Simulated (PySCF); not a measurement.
Compound: C₅H₈Si.
Bonds: C1–C2 (double), C2–C3, C3–C4 (triple), C4–C5, C5–Si6. Hydrogens: H7, H8 on C1; H9 on C2; H10, H11 on C5; H12, H13, H14 on Si6.

Method: PySCF, PBE0-D3(BJ)/def2-SVP geometry optimisation, gas phase; density fitting, grid level 1; the optimiser is geomeTRIC in internal coordinates, started from a GFN2-xTB structure with every atom displaced at random (about 0.01 Å).

Step 0: E = -13174.3634 eV
```
atom  x, y, z in Å  |  force x, y, z in eV/Å
C1      3.1371    0.8484   -0.2470   -0.248   0.406   0.624
C2      2.2519    0.7522    0.7579    0.245   0.150   0.264
C3      1.0112    0.0625    0.6734    6.623   3.787   0.245
C4      0.0202   -0.5287    0.6389   -7.427  -4.217  -0.322
C5     -1.2787   -1.2269    0.5807    0.699   1.197   0.818
Si6    -2.6980   -0.0283    0.0923    0.764  -0.614   0.297
H7      2.9269    0.4307   -1.2125   -0.144  -0.389  -0.660
H8      4.0552    1.4176   -0.1473    0.266   0.070   0.155
H9      2.4699    1.2117    1.7426    0.011  -0.100  -0.384
H10    -1.4898   -1.6592    1.5810   -0.110   0.070  -0.237
H11    -1.2192   -2.0457   -0.1173   -0.075  -0.655  -0.595
H12    -3.9272   -0.8133    0.0962   -0.677  -0.299  -0.030
H13    -2.4590    0.5129   -1.2472    0.097   0.226  -0.468
H14    -2.7926    1.0508    1.0816   -0.023   0.370   0.292
```

Step 1: E = -13174.6552 eV
```
atom  x, y, z in Å  |  force x, y, z in eV/Å
C1      3.1163    0.9339   -0.2658    0.232  -0.064  -0.422
C2      2.3116    0.7097    0.7774    0.036   0.054   0.284
C3      1.0708    0.0302    0.7152   -1.149  -0.451  -0.182
C4     -0.0189   -0.5307    0.6517    1.048   0.328   0.235
C5     -1.2899   -1.2167    0.6299   -0.217  -0.173  -0.211
Si6    -2.7066   -0.0681    0.0749    0.097   0.112  -0.042
H7      2.8627    0.5707   -1.2697    0.015   0.100   0.120
H8      4.0640    1.4657   -0.1436   -0.045  -0.014   0.011
H9      2.6198    1.0677    1.7675   -0.040   0.022   0.025
H10    -1.5352   -1.6213    1.6263    0.001   0.008   0.033
H11    -1.2628   -2.0820   -0.0645    0.015   0.146   0.102
H12    -4.0134   -0.7960    0.0566    0.049  -0.053   0.024
H13    -2.4082    0.4359   -1.3000   -0.027  -0.008   0.032
H14    -2.8024    1.0857    1.0172   -0.015  -0.007  -0.008
```

Step 2: E = -13174.6693 eV
```
atom  x, y, z in Å  |  force x, y, z in eV/Å
C1      3.1118    0.9308   -0.2736   -0.025   0.003   0.027
C2      2.3049    0.7065    0.7763    0.071  -0.004  -0.020
C3      1.0622    0.0188    0.7194   -0.256   0.007  -0.139
C4     -0.0159   -0.5483    0.6669    0.287  -0.022   0.154
C5     -1.2945   -1.2243    0.6350   -0.073  -0.017  -0.062
Si6    -2.6894   -0.0582    0.0715    0.031   0.036  -0.005
H7      2.8547    0.5933   -1.2811   -0.022  -0.022   0.024
H8      4.0557    1.4655   -0.1469    0.000   0.010   0.015
H9      2.6077    1.0709    1.7663   -0.003  -0.010  -0.009
H10    -1.5507   -1.6258    1.6308   -0.006   0.017   0.000
H11    -1.2679   -2.0853   -0.0569    0.003   0.025   0.007
H12    -3.9887   -0.7975    0.0525    0.003  -0.021   0.007
H13    -2.3894    0.4444   -1.3013   -0.006   0.002   0.004
H14    -2.7922    1.0938    1.0145   -0.004  -0.003  -0.004
```

Step 3: E = -13174.6724 eV
```
atom  x, y, z in Å  |  force x, y, z in eV/Å
C1      3.0986    0.9311   -0.2761   -0.056   0.001   0.053
C2      2.3002    0.7093    0.7800    0.025  -0.025  -0.013
C3      1.0598    0.0146    0.7237    0.128   0.164  -0.052
C4     -0.0085   -0.5638    0.6813   -0.112  -0.166   0.082
C5     -1.2932   -1.2308    0.6361    0.019   0.051   0.000
Si6    -2.6720   -0.0496    0.0686   -0.008  -0.010   0.006
H7      2.8232    0.5779   -1.2720    0.026  -0.002  -0.042
H8      4.0392    1.4750   -0.1652    0.001  -0.007   0.004
H9      2.6030    1.0781    1.7680   -0.005  -0.001  -0.002
H10    -1.5614   -1.6326    1.6286   -0.010   0.007  -0.006
H11    -1.2667   -2.0873   -0.0585   -0.004  -0.022  -0.022
H12    -3.9693   -0.7930    0.0418   -0.009   0.004  -0.003
H13    -2.3658    0.4585   -1.2999    0.003   0.004  -0.005
H14    -2.7793    1.0970    1.0169    0.002   0.001   0.001
```

Question: Estimate the geometry and energy of step 4. (The exact step hangs on the optimiser's Hessian estimate; all steps are aligned on step 3, rigid shifts and turns removed.)

Answer: E = -13174.6739 eV, largest force 0.260 eV/Å
```
atom  x, y, z in Å  |  force x, y, z in eV/Å
C1      3.0969    0.9348   -0.2801    0.003   0.011   0.025
C2      2.2937    0.7087    0.7704   -0.029  -0.035   0.021
C3      1.0549    0.0105    0.7194    0.202   0.151  -0.061
C4     -0.0076   -0.5785    0.6910   -0.196  -0.148   0.033
C5     -1.2967   -1.2375    0.6408    0.051   0.051   0.017
Si6    -2.6653   -0.0465    0.0701   -0.020  -0.021   0.003
H7      2.8434    0.5831   -1.2828   -0.015  -0.009  -0.010
H8      4.0327    1.4837   -0.1542    0.011  -0.002  -0.007
H9      2.5916    1.0805    1.7584    0.005   0.010   0.006
H10    -1.5729   -1.6364    1.6321   -0.009  -0.003  -0.003
H11    -1.2733   -2.0938   -0.0542   -0.006  -0.023  -0.017
H12    -3.9654   -0.7856    0.0398   -0.005   0.013  -0.005
H13    -2.3540    0.4624   -1.2970    0.005   0.002  -0.004
H14    -2.7700    1.0991    1.0198    0.003   0.002   0.003
```

The energy changes by -0.0014 eV. The first-order estimate −F·Δx gives -0.0026 eV and the mean of the old and new forces, exact on a quadratic surface, -0.0014 eV. The step makes an angle of 80° with the force vector and moves no atom by more than 0.024 Å.

What follows is the cost of the whole optimisation. On an Intel Xeon 6975P-C with one thread, shared host with 192 logical CPUs at a one-minute load of 56, this took 34 s of wall time and 0.53 GiB of memory at its peak.
